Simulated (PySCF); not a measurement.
# Dipole response of Cd⁺ (cadmium, charge +1)

[Kr] 4d10 5s1, 2S determinant. Calculation: PySCF 2.14, in def2-TZVPPD with the def2 core potential (28 electrons) (6s4p3d2f1g, 56 functions); scalar relativity through the core potential. Coupled (time-dependent) response in atomic units; α is the mean over directions.

| method | mean α (bohr³) | C₆ (like pair) | S(−4) |
| --- | --- | --- | --- |
| UHF | 31.10 | 172.5 | 817.8 |
| PBE | 20.99 | 111.2 | 313.0 |
| PBE0 | 22.63 | 120.4 | 380.7 |
| TPSSh | 22.92 | 122.9 | 386.2 |
| CAM-B3LYP | 21.99 | 116.5 | 356.3 |

S(−4) is the Cauchy moment in α(ω) = α(0) + S(−4) ω² + …

α(iu) at PBE0:

```tsv
u (hartree)	α(iu) (bohr³)
0	22.63
0.0500	21.73
0.100	19.48
0.200	14.28
0.300	10.52
0.500	6.607
0.750	4.517
1.00	3.481
1.50	2.430
2.00	1.850
3.00	1.173
5.00	0.5634
```

A single London oscillator, α(iu) = α/(1 + u²/ω²), gives C₆ = (3/4) ω α². Matching the computed C₆ needs ω = 4 × 120.4 / (3 × 22.63²) = 0.313 hartree.

For an ion, C₆ is the dispersion term alone; charge-induced terms of lower order in 1/R come first.

Energies and moments cover only the electrons outside the core potential.
